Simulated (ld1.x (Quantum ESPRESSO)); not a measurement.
**Before and after: TM potential for fluorine**

fluorine (F), norm-conserving Troullier–Martins (Kleinman–Bylander form), made with ld1.x (Quantum ESPRESSO) 7.5 (BP86, non-relativistic). Core [He], reference 2s2 2p5. Waves: 2s (bound): rc 0.85 bohr; 2p (bound): rc 0.80 bohr; 3d channel at -0.1 Ry: rc 0.85 bohr. Local part: all-electron potential smoothed inside 0.65 bohr (lloc = -1). Core correction: Bessel-smoothed model core, default radius (core density twice the valence density).

Change: all radii but the core radius scaled by about 1.06 (s 0.90, p 0.84, d 0.90 bohr); local potential all-electron potential smoothed inside 0.68 bohr (lloc = -1).

Cutoffs: the cutoffs (Ry, on a coarse ladder) from which the occupation-weighted sum of valence levels, in a spherical-Bessel basis at the reference potential, stays within 10 and 1 mRy of its value at 400 Ry; they do not see the model core or the augmentation charge, which bear on the density cutoff. Errors are all-electron minus pseudo energies relative to the spin-unpolarised reference configuration.

Task: Predict the effect on cutoff, ghosts and configuration errors.

Result: The potential gets neither clearly harder nor softer (180 Ry and 300 Ry → 160 Ry and 300 Ry); of the 7 tests that both files solve, the error grows in 4 and shrinks in 1 by more than 15 % and 0.3 meV (median size 4.7 → 3.2 meV); neither file shows a bound ghost.

```tsv
quantity	base	changed
cutoff, loose	180 Ry	160 Ry
cutoff, tight	300 Ry	300 Ry
loose cutoff by channel (10 mRy a level)	s 80 Ry, p 140 Ry	s 70 Ry, p 140 Ry
bound ghosts	none	none
error for 2s2 2p4, meV [ΔE 19.49 eV]	+2.0	+3.1
error for 2s2 2p3, meV [ΔE 57.97 eV]	+19	+29
error for 2s2 2p2, meV [ΔE 118.70 eV]	+88	+127
error for 2s1 2p6, meV [ΔE 18.72 eV]	+8.8	+12
error for 2s2 2p4.5, meV [ΔE 7.59 eV]	+0.3	+0.4
error for 2s1 2p5, meV [ΔE 38.50 eV]	+4.7	+3.2
error for 2s2 2p5.3, meV [ΔE -2.70 eV]	0.0	+0.1
```
